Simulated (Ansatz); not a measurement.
System: SeBr, charge 0, doublet. SeBr (SMILES [Se]Br, doublet).
B3LYP-D3(BJ)/def2-TZVP minimum from Ansatz (a quantum-chemistry and plane-wave program):
```xyz
2

Se     0.0000     0.0000    -1.1641
Br     0.0000     0.0000     1.1308
```
Charge 0, spin multiplicity 2.

Total energies in cc-pVQZ, 13 correlated electrons, 28 frozen orbitals. Open shells are spin-unrestricted; no spin-orbit coupling. Correlated methods leave the cores frozen (noble-gas shells, and filled d and f shells in the p block). No relativity. Spin-orbit terms, left out, reach several kcal/mol for Br and I, and more for heavier atoms.

```
method    program  energy (Eh)  minus CCSDT(Q) (mEh)
--------  -------  -----------  --------------------
HF         Ansatz  -4972.35687                360.84
MP2        Ansatz  -4972.67064                 47.07
CCSD       Ansatz  -4972.69883                 18.88
CCSD(T)    Ansatz  -4972.71552                  2.18
CCSDT(Q)   Ansatz  -4972.71771                  0.00
```
